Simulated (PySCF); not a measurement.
## How the method changes the constants of InS

State: ²Σ⁺ (doublet), unpaired electrons σ ↑. Set-up: PySCF, spin-free X2C with a Gaussian nucleus, basis sets In x2c-TZVPPall, S x2c-TZVPPall. De refers to In + S in their high-spin ground configurations, without counterpoise correction. The functionals are run spin-unrestricted. A positive dipole means In(−)S(+). Levels whose curve was spin-contaminated or gave no clean fit are not listed.

```csv
Level,Re (Å),ωe (cm⁻¹),De (eV),μ (D)
ROHF-CCSD,2.295,357,2.82,n/a
ROHF-CCSD(T),2.279,384,3.05,n/a
PBE,2.289,371,3.50,-3.77
BLYP,2.327,343,3.26,-3.74
TPSS,2.284,374,3.43,-3.94
r²SCAN,2.268,386,3.43,-3.97
r²SCANh,2.265,385,3.34,-4.06
PBE0,2.273,378,3.26,-4.11
M06,2.319,339,3.38,-3.90
HSE06,2.278,374,3.26,-4.05
```

Q: Which functional lies closest to ROHF-CCSD(T) in De, which farthest, and by how much do they differ from it?

A: Closest is BLYP (+4.8 pm in Re, -10.7 % in ωe, +0.21 eV in De against ROHF-CCSD(T) in the same basis), farthest PBE (+1.0 pm in Re, -3.4 % in ωe, +0.45 eV in De). CCSD(T) converges more slowly with the basis than the functionals do and binds too weakly in this one, so the order can change at the basis-set limit.

Q: What does a quarter of exact exchange do here, going from PBE to PBE0?

A: PBE0 less PBE: -1.6 pm in Re, +1.9 % in ωe, -0.24 eV in De. Exact exchange removes part of the self-interaction that spreads semilocal densities, and in most molecules shortens and stiffens the bond and lowers De; so it does here.

Q: What does the step from GGA to meta-GGA do here, going from PBE to r²SCAN?

A: r²SCAN less PBE: -2.1 pm in Re, +4.0 % in ωe, -0.07 eV in De. 

Correlated steps freeze 23 core orbitals. Spin–orbit coupling is left out, which matters for elements this heavy, above all for dissociation energies. The state is the lowest determinant that a PBE0 search found; another state may lie lower at other levels.

The whole job (state search and all levels along the bond) took about 13 min on 2 threads of Arm Neoverse V1 (shared host), peak memory 3.5 GiB.
